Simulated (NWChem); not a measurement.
Everything below was run with NWChem. System: H4GeO2, charge 0, spin multiplicity 1, at a geometry optimised with PBE/def2-SVP. The structure started from a generated list of species. Level: B3LYP/pcseg-1, VWN1-RPA local correlation.

NWChem printed:

```
             Northwest Computational Chemistry Package (NWChem) 7.3.0
             --------------------------------------------------------

                                NWChem Input Module
                                -------------------

 Scaling coordinates for geometry "geometry" by  1.889725989
 (inverse scale =  0.529177249)

 Turning off AUTOSYM since
 SYMMETRY directive was detected!

                             Geometry "geometry" -> ""
                             -------------------------

 Output coordinates in angstroms (scale by  1.889725989 to convert to a.u.)

  No.       Tag          Charge          X              Y              Z
 ---- ---------------- ---------- -------------- -------------- --------------
    1 Ge                  32.0000     0.00000000     0.00000000    -0.34239900
    2 O                    8.0000    -0.63905100    -1.33553600     0.67964700
    3 O                    8.0000     0.63905100     1.33553600     0.67964700
    4 H                    1.0000    -1.24030500     0.42763300    -1.16475700
    5 H                    1.0000     1.24030500    -0.42763300    -1.16475700
    6 H                    1.0000     0.07744900    -1.73742500     1.20596100
    7 H                    1.0000    -0.07744900     1.73742500     1.20596100

 Effective nuclear repulsion energy (a.u.)     217.0929344272

            Nuclear Dipole moment (a.u.)
            ----------------------------
        X                 Y               Z
 ---------------- ---------------- ----------------
     0.0000000000     0.0000000000    -0.0000151178

      Symmetry information
      --------------------

 Group name             C2
 Group number              4
 Group order               2
 No. of unique centers     4

      Symmetry unique atoms

     1    2    4    6


 Summary of "ao basis" -> "" (spherical)
 ------------------------------------------------------------------------------
       Tag                 Description            Shells   Functions and Types
 ---------------- ------------------------------  ------  ---------------------
 *                          pcseg-1                   on all atoms

                                 NWChem DFT Module
                                 -----------------

 Summary of "ao basis" -> "ao basis" (spherical)
 ------------------------------------------------------------------------------
       Tag                 Description            Shells   Functions and Types
[...]
 Vector   25  Occ=2.000000D+00  E=-3.184350D-01  Symmetry=a
              MO Center=  3.9D-14,  1.3D-13,  5.4D-01, r^2= 3.0D+00
   Bfn.  Coefficient  Atom+Function         Bfn.  Coefficient  Atom+Function
  ----- ------------  ---------------      ----- ------------  ---------------
    33      0.359527  2 O  pz                47      0.359527  3 O  pz
    36      0.263484  2 O  pz                50      0.263484  3 O  pz
    31     -0.205939  2 O  px                45      0.205939  3 O  px
    34     -0.154042  2 O  px                48      0.154042  3 O  px
    32      0.141886  2 O  py                46     -0.141886  3 O  py

 Vector   26  Occ=2.000000D+00  E=-3.081384D-01  Symmetry=b
              MO Center= -6.2D-14, -1.7D-13,  5.2D-01, r^2= 3.1D+00
   Bfn.  Coefficient  Atom+Function         Bfn.  Coefficient  Atom+Function
  ----- ------------  ---------------      ----- ------------  ---------------
    32      0.363669  2 O  py                46      0.363669  3 O  py
    35      0.269604  2 O  py                49      0.269604  3 O  py
    33      0.262099  2 O  pz                47     -0.262099  3 O  pz
    36      0.197633  2 O  pz                50     -0.197633  3 O  pz
    56     -0.109566  4 H  s                 61      0.109566  5 H  s

 Vector   27  Occ=0.000000D+00  E= 4.679693D-03  Symmetry=a
              MO Center= -3.8D-14,  1.2D-13,  6.4D-01, r^2= 4.7D+00
   Bfn.  Coefficient  Atom+Function         Bfn.  Coefficient  Atom+Function
  ----- ------------  ---------------      ----- ------------  ---------------
    67     -0.498354  6 H  s                 72     -0.498354  7 H  s
    30      0.473117  2 O  s                 44      0.473117  3 O  s
     5     -0.372059  1 Ge s                 17     -0.367112  1 Ge pz
     4     -0.319818  1 Ge s                  3      0.237448  1 Ge s
    34      0.181952  2 O  px                48     -0.181952  3 O  px

 Vector   28  Occ=0.000000D+00  E= 2.050195D-02  Symmetry=b
              MO Center=  1.4D-14, -2.3D-13, -5.1D-02, r^2= 4.9D+00
   Bfn.  Coefficient  Atom+Function         Bfn.  Coefficient  Atom+Function
  ----- ------------  ---------------      ----- ------------  ---------------
    16      0.711553  1 Ge py                30      0.450440  2 O  s
    44     -0.450440  3 O  s                 67     -0.386206  6 H  s
    72      0.386206  7 H  s                 13      0.240831  1 Ge py
    24     -0.169632  1 Ge d -1              10     -0.150219  1 Ge py
    15      0.137685  1 Ge px                34      0.137220  2 O  px

 Vector   29  Occ=0.000000D+00  E= 3.321815D-02  Symmetry=a
              MO Center= -1.1D-13,  3.3D-14, -9.7D-01, r^2= 4.2D+00
   Bfn.  Coefficient  Atom+Function         Bfn.  Coefficient  Atom+Function
  ----- ------------  ---------------      ----- ------------  ---------------
     5      1.514070  1 Ge s                 57     -1.217208  4 H  s
    62     -1.217208  5 H  s                 17     -0.838566  1 Ge pz
     4      0.573035  1 Ge s                  3     -0.387083  1 Ge s
    14     -0.206802  1 Ge pz                56     -0.192212  4 H  s
    61     -0.192212  5 H  s                  2      0.144629  1 Ge s

 center of mass
 --------------
 x =   0.00000000 y =   0.00000000 z =  -0.05991725

 moments of inertia (a.u.)
 ------------------
         330.361209919308         -92.712723044212           0.000000000000
         -92.712723044212         161.325226698105           0.000000000000
           0.000000000000           0.000000000000         284.574763928456

     Multipole analysis of the density
     ---------------------------------

     L   x y z        total         alpha         beta         nuclear
     -   - - -        -----         -----         ----         -------
     0   0 0 0     -0.000000    -26.000000    -26.000000     52.000000

     1   1 0 0      0.000000      0.000000      0.000000      0.000000
     1   0 1 0      0.000000      0.000000      0.000000      0.000000
     1   0 0 1      0.013867      0.006941      0.006941     -0.000015

     2   2 0 0    -24.488463    -29.426209    -29.426209     34.363954
     2   1 1 0     -4.280098    -24.147974    -24.147974     44.015851
     2   1 0 1      0.000000      0.000000      0.000000      0.000000
     2   0 2 0    -22.474607    -73.626536    -73.626536    124.778464
     2   0 1 1      0.000000      0.000000      0.000000      0.000000
     2   0 0 2    -20.792634    -40.329529    -40.329529     59.866425

 Task  times  cpu:        1.3s     wall:        1.3s

 Total times  cpu:        1.3s     wall:        1.3s
```

Problem. Write an NWChem input that would produce this output.

Solution. One answer among several that fit: 
```
start mol
memory heap 200 mb stack 900 mb global 1100 mb
geometry units angstroms nocenter noautoz
  Ge     0.000000     0.000000    -0.342399
  O     -0.639051    -1.335536     0.679647
  O      0.639051     1.335536     0.679647
  H     -1.240305     0.427633    -1.164757
  H      1.240305    -0.427633    -1.164757
  H      0.077449    -1.737425     1.205961
  H     -0.077449     1.737425     1.205961
  symmetry group C2
end
basis spherical
  * library pcseg-1
end
dft
  xc b3lyp
  semidirect memsize 60000000 filesize 0
  iterations 100
end
task dft energy
```
